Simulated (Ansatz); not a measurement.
Ansatz (a first-principles code) job for Au(Cl)(CO) anion (CAuClO), SMILES [O+]#[C-]->[Au][Cl] (connectivity only; charge and spin as stated), charge -1, multiplicity 2, B3LYP-D3(BJ)/def2-SVPD. 

Ansatz 0.2 input:
```yaml
crystal:
  periodic: [false, false, false]
  atoms:
    - {symbol: Au, position_ang: [0.00657772, 0.02455711, 0.00000000]}
    - {symbol: Cl, position_ang: [-0.01983783, -2.27516526, -0.00000000]}
    - {symbol: O, position_ang: [-0.04395522, 3.14623446, 0.00000000]}
    - {symbol: C, position_ang: [0.02820755, 1.92798695, -0.00000000]}
basis:
  gaussian:
    orbitals: def2-SVPD
hamiltonian:
  xc: b3lyp
  dispersion: d3bj
total_charge: -1
magnetization: {spin_polarized: true, initial_magnetization: 1}
relax: {f_tol: 0.002, max_steps: 200}
```

Program output:

```
WARN ansatz: RAYON_NUM_THREADS=1 ignored (pool sized by the plan → 1); use --threads N
Functional definition: B3LYP
integrals: 0.06 GiB planned
1092 factors; integrals over basis functions are off by at most 3.9e-4 eV
mean field: 0.73 GiB planned
mean field evaluation 1: about -19293.2879 eV, gradient 3.4e1 eV
mean field evaluation 2: about -19270.6195 eV, gradient 7.9e1 eV
mean field evaluation 4: about -19298.0572 eV, gradient 5.4e0 eV
mean field evaluation 8: about -19298.2617 eV, gradient 4.6e-1 eV
mean field evaluation 16: about -19298.2631 eV, gradient 5.1e-4 eV
mean field evaluation 32: about -19298.2631 eV, gradient 2.4e-8 eV
mean field -19298.26306174 eV, -709.1980866863 hartree, gradient 3.9e-9 eV, S^2 0.753895; 4 other end points of the search recorded, 0 dependent functions left out
the calculation of the forces begins
reference -19298.26328512 eV, -709.1980948954 hartree; 26, 25 occupied and 79, 80 virtual orbitals, 1092 factors
relax step   1: F+E_penalty+E_count = -19298.44277549 eV  Δ(F+E_penalty+E_count) = +0.000e0 eV  max|allowed force component| = 2.774e0 eV/Å  Δτ_max = 0.0000 Å  (230 SCF iters, accepted)
these checks for a lower state are left out or cut short: starts, cluster_reference, orbital_swaps, neighbouring_geometries, increment
integrals: 0.06 GiB planned
1092 factors; integrals over basis functions are off by at most 4.1e-4 eV
mean field: 0.72 GiB planned
mean field evaluation 64: about -19298.2075 eV, gradient 9.2e0 eV
mean field -19298.35609731 eV, -709.2015056805 hartree, gradient 3.7e-6 eV, S^2 0.753901; 0 other end points of the search recorded, 0 dependent functions left out
the calculation of the forces begins
reference -19298.35632396 eV, -709.2015140098 hartree; 26, 25 occupied and 79, 80 virtual orbitals, 1092 factors
relax step   2: F+E_penalty+E_count = -19298.53421641 eV  Δ(F+E_penalty+E_count) = -9.144e-2 eV  max|allowed force component| = 8.007e-1 eV/Å  Δτ_max = 0.0644 Å  (69 SCF iters, accepted)
these checks for a lower state are left out or cut short: starts, cluster_reference, orbital_swaps, neighbouring_geometries, increment
integrals: 0.06 GiB planned
1092 factors; integrals over basis functions are off by at most 4.0e-4 eV
mean field: 0.72 GiB planned
mean field -19298.46709858 eV, -709.2055849021 hartree, gradient 1.9e-5 eV, S^2 0.754488; 0 other end points of the search recorded, 0 dependent functions left out
the calculation of the forces begins
reference -19298.46732825 eV, -709.2055933423 hartree; 26, 25 occupied and 79, 80 virtual orbitals, 1092 factors
relax step   3: F+E_penalty+E_count = -19298.64396140 eV  Δ(F+E_penalty+E_count) = -1.097e-1 eV  max|allowed force component| = 1.302e0 eV/Å  Δτ_max = 0.1154 Å  (50 SCF iters, accepted)
these checks for a lower state are left out or cut short: starts, cluster_reference, orbital_swaps, neighbouring_geometries, increment
integrals: 0.06 GiB planned
1092 factors; integrals over basis functions are off by at most 3.2e-4 eV
mean field: 0.72 GiB planned
mean field evaluation 96: about -19298.5771 eV, gradient 3.0e-5 eV
mean field -19298.57713014 eV, -709.2096284872 hartree, gradient 3.0e-5 eV, S^2 0.755485; 0 other end points of the search recorded, 0 dependent functions left out
the calculation of the forces begins
reference -19298.57736451 eV, -709.2096371003 hartree; 26, 25 occupied and 79, 80 virtual orbitals, 1092 factors
relax step   4: F+E_penalty+E_count = -19298.75207705 eV  Δ(F+E_penalty+E_count) = -1.081e-1 eV  max|allowed force component| = 8.767e-1 eV/Å  Δτ_max = 0.1983 Å  (42 SCF iters, accepted)
these checks for a lower state are left out or cut short: starts, cluster_reference, orbital_swaps, neighbouring_geometries, increment
integrals: 0.06 GiB planned
1092 factors; integrals over basis functions are off by at most 3.2e-4 eV
mean field: 0.72 GiB planned
mean field -19298.65079528 eV, -709.2123356313 hartree, gradient 2.6e-5 eV, S^2 0.755213; 0 other end points of the search recorded, 0 dependent functions left out
the calculation of the forces begins
reference -19298.65102712 eV, -709.2123441511 hartree; 26, 25 occupied and 79, 80 virtual orbitals, 1092 factors
relax step   5: F+E_penalty+E_count = -19298.82764758 eV  Δ(F+E_penalty+E_count) = -7.557e-2 eV  max|allowed force component| = 3.479e-1 eV/Å  Δτ_max = 0.0661 Å  (39 SCF iters, accepted)
these checks for a lower state are left out or cut short: starts, cluster_reference, orbital_swaps, neighbouring_geometries, increment
integrals: 0.06 GiB planned
1092 factors; integrals over basis functions are off by at most 3.7e-4 eV
mean field: 0.72 GiB planned
mean field -19298.72347242 eV, -709.2150064668 hartree, gradient 1.6e-5 eV, S^2 0.754696; 0 other end points of the search recorded, 0 dependent functions left out
the calculation of the forces begins
reference -19298.72369909 eV, -709.2150147968 hartree; 26, 25 occupied and 79, 80 virtual orbitals, 1092 factors
relax step   6: F+E_penalty+E_count = -19298.90196258 eV  Δ(F+E_penalty+E_count) = -7.431e-2 eV  max|allowed force component| = 2.066e0 eV/Å  Δτ_max = 0.1984 Å  (45 SCF iters, accepted)
these checks for a lower state are left out or cut short: starts, cluster_reference, orbital_swaps, neighbouring_geometries, increment
integrals: 0.06 GiB planned
1092 factors; integrals over basis functions are off by at most 3.8e-4 eV
mean field: 0.72 GiB planned
mean field -19298.74775863 eV, -709.2158989687 hartree, gradient 1.9e-5 eV, S^2 0.754198; 0 other end points of the search recorded, 0 dependent functions left out
the calculation of the forces begins
reference -19298.74798813 eV, -709.2159074027 hartree; 26, 25 occupied and 79, 80 virtual orbitals, 1092 factors
relax step   7: F+E_penalty+E_count = -19298.92686323 eV  Δ(F+E_penalty+E_count) = -2.490e-2 eV  max|allowed force component| = 1.163e0 eV/Å  Δτ_max = 0.2000 Å  (46 SCF iters, accepted)
these checks for a lower state are left out or cut short: starts, cluster_reference, orbital_swaps, neighbouring_geometries, increment
integrals: 0.06 GiB planned
1092 factors; integrals over basis functions are off by at most 4.0e-4 eV
mean field: 0.72 GiB planned
mean field evaluation 128: about -19298.7569 eV, gradient 1.1e-5 eV
mean field -19298.75688507 eV, -709.2162343592 hartree, gradient 5.5e-5 eV, S^2 0.754427; 0 other end points of the search recorded, 0 dependent functions left out
the calculation of the forces begins
reference -19298.75711465 eV, -709.2162427959 hartree; 26, 25 occupied and 79, 80 virtual orbitals, 1092 factors
relax step   8: F+E_penalty+E_count = -19298.93477982 eV  Δ(F+E_penalty+E_count) = -7.917e-3 eV  max|allowed force component| = 7.245e-1 eV/Å  Δτ_max = 0.0935 Å  (39 SCF iters, accepted)
these checks for a lower state are left out or cut short: starts, cluster_reference, orbital_swaps, neighbouring_geometries, increment
integrals: 0.06 GiB planned
1092 factors; integrals over basis functions are off by at most 4.0e-4 eV
mean field: 0.72 GiB planned
mean field -19298.77225203 eV, -709.2167990843 hartree, gradient 5.9e-5 eV, S^2 0.754380; 0 other end points of the search recorded, 0 dependent functions left out
the calculation of the forces begins
reference -19298.77248210 eV, -709.2168075393 hartree; 26, 25 occupied and 79, 80 virtual orbitals, 1092 factors
relax step   9: F+E_penalty+E_count = -19298.94997524 eV  Δ(F+E_penalty+E_count) = -1.520e-2 eV  max|allowed force component| = 4.304e-1 eV/Å  Δτ_max = 0.0811 Å  (39 SCF iters, accepted)
these checks for a lower state are left out or cut short: starts, cluster_reference, orbital_swaps, neighbouring_geometries, increment
integrals: 0.06 GiB planned
1092 factors; integrals over basis functions are off by at most 3.9e-4 eV
mean field: 0.72 GiB planned
mean field -19298.78042981 eV, -709.2170996123 hartree, gradient 2.6e-5 eV, S^2 0.754348; 0 other end points of the search recorded, 0 dependent functions left out
the calculation of the forces begins
reference -19298.78065892 eV, -709.2171080321 hartree; 26, 25 occupied and 79, 80 virtual orbitals, 1092 factors
relax step  10: F+E_penalty+E_count = -19298.95875955 eV  Δ(F+E_penalty+E_count) = -8.784e-3 eV  max|allowed force component| = 3.251e-2 eV/Å  Δτ_max = 0.0299 Å  (38 SCF iters, accepted)
these checks for a lower state are left out or cut short: starts, cluster_reference, orbital_swaps, neighbouring_geometries, increment
integrals: 0.06 GiB planned
1092 factors; integrals over basis functions are off by at most 3.9e-4 eV
mean field: 0.72 GiB planned
mean field -19298.78068727 eV, -709.2171090739 hartree, gradient 1.8e-5 eV, S^2 0.754345; 0 other end points of the search recorded, 0 dependent functions left out
the calculation of the forces begins
reference -19298.78091656 eV, -709.2171174999 hartree; 26, 25 occupied and 79, 80 virtual orbitals, 1092 factors
relax step  11: F+E_penalty+E_count = -19298.95894852 eV  Δ(F+E_penalty+E_count) = -1.890e-4 eV  max|allowed force component| = 1.764e-2 eV/Å  Δτ_max = 0.0095 Å  (42 SCF iters, accepted)
these checks for a lower state are left out or cut short: starts, cluster_reference, orbital_swaps, neighbouring_geometries, increment
integrals: 0.06 GiB planned
1092 factors; integrals over basis functions are off by at most 3.9e-4 eV
mean field: 0.72 GiB planned
mean field -19298.78067555 eV, -709.2171086430 hartree, gradient 4.8e-5 eV, S^2 0.754345; 0 other end points of the search recorded, 0 dependent functions left out
the calculation of the forces begins
reference -19298.78090483 eV, -709.2171170689 hartree; 26, 25 occupied and 79, 80 virtual orbitals, 1092 factors
relax step  12: F+E_penalty+E_count = -19298.95895382 eV  Δ(F+E_penalty+E_count) = -5.302e-6 eV  max|allowed force component| = 2.402e-3 eV/Å  Δτ_max = 0.0005 Å  (28 SCF iters, accepted)
these checks for a lower state are left out or cut short: starts, cluster_reference, orbital_swaps, neighbouring_geometries, increment
integrals: 0.06 GiB planned
1092 factors; integrals over basis functions are off by at most 3.9e-4 eV
mean field: 0.72 GiB planned
mean field evaluation 160: about -19298.7034 eV, gradient 2.3e-1 eV
mean field -19298.78067690 eV, -709.2171086927 hartree, gradient 2.5e-5 eV, S^2 0.754345; 0 other end points of the search recorded, 0 dependent functions left out
the calculation of the forces begins
reference -19298.78090618 eV, -709.2171171187 hartree; 26, 25 occupied and 79, 80 virtual orbitals, 1092 factors
relax step  13: F+E_penalty+E_count = -19298.95895389 eV  Δ(F+E_penalty+E_count) = -7.516e-8 eV  max|allowed force component| = 5.680e-4 eV/Å  Δτ_max = 0.0001 Å  (27 SCF iters, accepted)
integrals: 0.06 GiB planned
1092 factors; integrals over basis functions are off by at most 3.9e-4 eV
mean field: 0.72 GiB planned
mean field -19298.78067690 eV, -709.2171086927 hartree, gradient 2.5e-5 eV, S^2 0.754345; 2 other end points of the search recorded, 0 dependent functions left out
the calculation of the forces begins
reference -19298.78090618 eV, -709.2171171187 hartree; 26, 25 occupied and 79, 80 virtual orbitals, 1092 factors
Total energy: -19298.95918318 eV, -709.2236686773 hartree
Atom 0 at     0.051509     0.081722    -0.000000 Å, force    -0.000036    -0.000117     0.000000 eV/Å
Atom 1 at    -0.118935    -2.362137     0.000000 Å, force     0.000003     0.000007    -0.000000 eV/Å
Atom 2 at    -0.338144     3.027287     0.000000 Å, force     0.000320    -0.000458    -0.000000 eV/Å
Atom 3 at     0.376562     2.076740    -0.000000 Å, force    -0.000287     0.000568    -0.000000 eV/Å
Dipole moment:     0.096122     0.310962    -0.000000 e Å
```

The calculation finished and met its thresholds.

Cost: roughly 70 core-seconds.
